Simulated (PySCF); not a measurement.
Dipole response of Hf(2+) (hafnium, charge +2)

[Xe] 4f14 5d2, high-spin 3F determinant. All numbers are calculated (PySCF 2.14, scalar relativity through the core potential, in aug-cc-pwCVTZ-PP with ECP60MDF (8s8p7d4f3g, 122 functions)). Coupled (time-dependent) response in atomic units; α is the mean over directions.

```csv
method,mean α (bohr³),C₆ (like pair),S(−4)
UHF,14.06,69.73,156.4
PBE,15.59,77.05,219.0
```

S(−4) is the Cauchy moment in α(ω) = α(0) + S(−4) ω² + …

Spin-orbit coupling is absent.

α(iu) at PBE:

```json
{"u (hartree)": "0", "α(iu) (bohr³)": "15.59"}
{"u (hartree)": "0.0500", "α(iu) (bohr³)": "15.08"}
{"u (hartree)": "0.100", "α(iu) (bohr³)": "13.83"}
{"u (hartree)": "0.200", "α(iu) (bohr³)": "11.04"}
{"u (hartree)": "0.300", "α(iu) (bohr³)": "8.979"}
{"u (hartree)": "0.500", "α(iu) (bohr³)": "6.498"}
{"u (hartree)": "0.750", "α(iu) (bohr³)": "4.762"}
{"u (hartree)": "1.00", "α(iu) (bohr³)": "3.681"}
{"u (hartree)": "1.50", "α(iu) (bohr³)": "2.394"}
{"u (hartree)": "2.00", "α(iu) (bohr³)": "1.664"}
{"u (hartree)": "3.00", "α(iu) (bohr³)": "0.9150"}
{"u (hartree)": "5.00", "α(iu) (bohr³)": "0.3836"}
```

For an ion, C₆ is the dispersion term alone; charge-induced terms of lower order in 1/R come first.

Energies and moments cover only the electrons outside the core potential. Spin-orbit coupling, absent here, splits the open shell strongly.
